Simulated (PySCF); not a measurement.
C3H11BrSi2, SMILES C[Si](C)(C)[SiH2]Br, singlet (GFN2-xTB optimised geometry):

```
17

C      1.610    -0.672     0.000
Si    -0.296    -0.672     0.000
C     -0.927     1.130     0.000
C     -0.939    -1.563    -1.561
Si    -1.043    -1.770     1.913
Br    -3.263    -2.055     1.771
H      2.012    -1.681    -0.004
H      1.998    -0.165    -0.878
H      2.009    -0.162     0.872
H     -0.600     1.663    -0.889
H     -2.012     1.171     0.024
H     -0.559     1.681     0.862
H     -0.566    -2.582    -1.621
H     -2.024    -1.611    -1.569
H     -0.628    -1.049    -2.468
H     -0.586    -3.141     2.138
H     -0.921    -1.070     3.193
```

Computed with PBE/def2-SVP (PySCF 2.14.0).

Question: What are the frontier orbital energies and the dipole moment?

Answer: HOMO-2 -7.46 eV, HOMO-1 -6.54 eV, HOMO -6.25 eV, LUMO -1.16 eV, LUMO+1 -0.33 eV; dipole moment 2.66 D.

Meta-Löwdin charges at PBE/def2-SVP: C1 -0.54, Si2 0.65, C3 -0.54, C4 -0.54, Si5 0.32, Br6 -0.28, H7 0.12, H8 0.12, H9 0.12, H10 0.12, H11 0.12, H12 0.12, H13 0.12, H14 0.12, H15 0.12, H16 -0.07, H17 -0.07.
